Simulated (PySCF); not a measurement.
CH7ClO2Si2, SMILES O[Si@H](C)[Si@H](O)Cl.

The structure is a stationary point at PBE0-D3(BJ)/def2-SVP. The structure was generated by enumeration; whether it is a known compound was not checked. Other conformers were not sampled.

Vertical ionisation energy (IE) and electron affinity (EA) in eV. Rows of orbital energies are one-electron estimates. Where ΔSCF, EOM or ADC give a negative EA the extra electron is unbound and the value depends on the basis.

```json
[
 {"level": "−ε(HOMO), −ε(LUMO), HF/def2-TZVP (PySCF)", "IE": "10.64", "EA": "-2.56"},
 {"level": "−ε(HOMO), −ε(LUMO), PBE/def2-TZVP (PySCF)", "IE": "6.49", "EA": "1.42"}
]
```
